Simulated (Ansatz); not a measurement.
Two structures of SiNH5BrF, singlet, reached by relaxing down either side of one saddle point (PBE0-D4/def2-TZVP). Energies are electronic, without zero-point energy. Computed with Ansatz 0.2.0 (basis: def2-TZVPP and def2-QZVPP); correlated methods freeze the cores. Filled d shells of the heavier atoms are correlated. The def2 sets are not built for correlating such inner shells, so the correlated values are less sure here. Extrapolation: Hartree–Fock as exp(−7.88 √X), correlation as X^−2.97. First:

```xyz
9
angstrom
Si -0.5628 -0.7867 -0.4220
Br 1.2981 -1.6864 0.5307
H -0.8074 -1.6128 -1.6212
H -1.5934 -0.9274 0.6241
N -0.3885 0.8361 -0.8708
H 1.2519 0.3641 1.6991
F 0.9357 1.2123 1.9270
H 0.0997 1.0762 -1.7189
H -0.2334 1.5245 -0.1479
```

Second:

```
9
angstrom
Si -1.0756 -0.1622 -0.0701
Br 2.9224 -0.9558 0.8209
H -1.1965 -1.3835 -0.8926
H -2.3633 0.4798 0.2670
N -0.0952 0.9598 -0.8702
H 1.5930 -0.8860 1.3362
F -0.4640 -0.6685 1.3412
H 0.7620 0.6841 -1.3219
H -0.0828 1.9322 -0.6104
```

Problem. Which bonds change from the first to the second?

Solution. SiNH₄Br ([NH2][SiH2][Br]) + HF → SiNH₄F ([NH2][SiH2][F]) + HBr; bonds formed: Si1–F7, Br2–H6; bonds broken: Si1–Br2, H6–F7.

Problem. Give the saddle point's structure and its height above each. (An estimate is asked for; the value comes from the calculation.)

Solution. The calculation gives: 1.235 eV above the first and 1.611 eV above the second (CCSD(T) at an estimated basis limit (MP2 extrapolated from triple and quadruple zeta, plus CCSD(T) − MP2 in triple zeta)).
```
9
angstrom
Si -0.3623 -0.3506 -0.0763
Br 1.4939 -1.9874 1.0400
H -0.2669 -1.3304 -1.1803
H -1.4628 -0.6845 0.8428
N -0.3970 1.0954 -0.9511
H 1.1641 -0.3797 1.5286
F 0.5653 0.5315 1.3093
H -0.3882 1.0867 -1.9558
H -0.3462 2.0190 -0.5571
```

T1 diagnostic: at most 0.010.

Labels in which every atom is bracketed show which atoms are joined, not bond orders.

For scale, one of the runs: CCSD(T)/def2-TZVPP, 222 basis functions, launched by `ansatz run in.yaml --threads 4 --pin off --events-out ev --progress --plain --max-ram 9574MiB`. Hardware: 4 CPU threads of an Arm Neoverse V1, shared host. Wall time 2.4 min; peak host memory 3.6 GiB.
